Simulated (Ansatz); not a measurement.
Stepwise reaction of `[F][Sb]([SiH3])[SiH3]` with hydrogen chloride, as a gas-phase model of exchange steps in deposition or etching. ΔE in kJ/mol; ΔG adds harmonic PBE0-D4 terms to CCSD(T)/CBS, at 1 bar.

Program: Ansatz. Geometries: PBE0-D4/def2-TZVP. ΔE: electronic, gas phase. CBS: MP2 limit from def2 TZ/QZ plus the TZ coupled-cluster correction, frozen cores. This one scheme is used for every species. Functionals use def2-TZVPP. B3LYP here is the variant with VWN-RPA as its local correlation; programs differ in this. Elements past krypton have def2 core potentials. For Sb outer-core shells are correlated without core-valence functions, which leaves a few kJ/mol of doubt a bond.

```json
{"step": "1", "reaction": "`[F][Sb]([SiH3])[SiH3]` + HCl → `[F][Sb]([SiH3])[Cl]` + SiH₄", "PBE-D4": "-44.7", "B3LYP-D4": "-54.9", "ωB97M-V": "-51.3", "CCSD(T)/CBS": "-48.1", "ΔG(500 K)": "-39.9"}
{"step": "2", "reaction": "`[F][Sb]([SiH3])[Cl]` + HCl → `[F][Sb]([Cl])[Cl]` + SiH₄", "PBE-D4": "-68.8", "B3LYP-D4": "-76.4", "ωB97M-V": "-74.8", "CCSD(T)/CBS": "-72.3", "ΔG(500 K)": "-65.1"}
```

(1) By hand: ΔE of the 2 steps together at CCSD(T)/CBS.

Answers

(1) (-48.1) + (-72.3) = -120.4 kJ/mol, or -60.2 kJ/mol a step.

In ΔE each step is lower than the one before. All are downhill at CCSD(T)/CBS. ΔG lies between -65.1 and -39.9 kJ/mol a step. PBE-D4 differs from CCSD(T)/CBS by 3.4 to 3.5 kJ/mol a step. Isolated molecules leave out the surface, adducts and barriers. Largest T1 diagnostic: 0.014.
